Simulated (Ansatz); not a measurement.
ZnCu₃. Total charge 0; doublet. Geometry B3LYP-D4/def2-SVP.

```xyz
4

Cu   -0.811    0.899   -0.213
Cu    0.777   -0.934    0.183
Cu   -1.183   -1.254   -1.063
Zn    1.217    1.289    1.093
```

The 6-31G sets use Cartesian d functions. LC-ωPBE has ω = 0.4 bohr⁻¹. The structure comes from a short search, and lower isomers may exist.

Q: Estimate the α-spin orbital energies around the gap (eV) in Ansatz with HF/6-31G, PBE-D4/def2-TZVPD, r2SCAN-D4/def2-TZVPD, LC-ωPBE/def2-TZVP, ωB97X-V/def2-TZVP.

A: 
```csv
orbital,HF/6-31G,PBE-D4/def2-TZVPD,r2SCAN-D4/def2-TZVPD,LC-ωPBE/def2-TZVP,ωB97X-V/def2-TZVP
HOMO−9,-11.41,-5.88,-5.98,-10.25,-10.10
HOMO−8,-11.24,-5.69,-5.78,-10.06,-9.92
HOMO−7,-11.21,-5.67,-5.78,-10.06,-9.92
HOMO−6,-11.18,-5.67,-5.75,-10.00,-9.81
HOMO−5,-11.16,-5.45,-5.57,-9.90,-9.74
HOMO−4,-10.85,-5.44,-5.55,-9.86,-9.69
HOMO−3,-10.49,-5.44,-5.54,-9.83,-9.63
HOMO−2,-9.91,-5.34,-5.43,-9.57,-9.40
HOMO−1,-6.31,-5.19,-5.24,-7.78,-7.54
HOMO,-5.04,-4.06,-4.23,-6.17,-5.85
LUMO,0.53,-2.97,-2.76,-0.35,-0.43
LUMO+1,0.60,-2.43,-2.29,0.30,0.26
LUMO+2,1.01,-1.79,-1.77,0.38,0.49
LUMO+3,1.42,-1.41,-1.30,0.92,0.99
LUMO+4,2.18,-0.83,-0.53,1.84,1.85
LUMO+5,2.43,-0.67,-0.37,3.03,2.97
β HOMO,-6.24,-5.10,-5.16,-7.62,-7.42
β LUMO,0.58,-3.49,-3.17,-0.38,-0.71
```
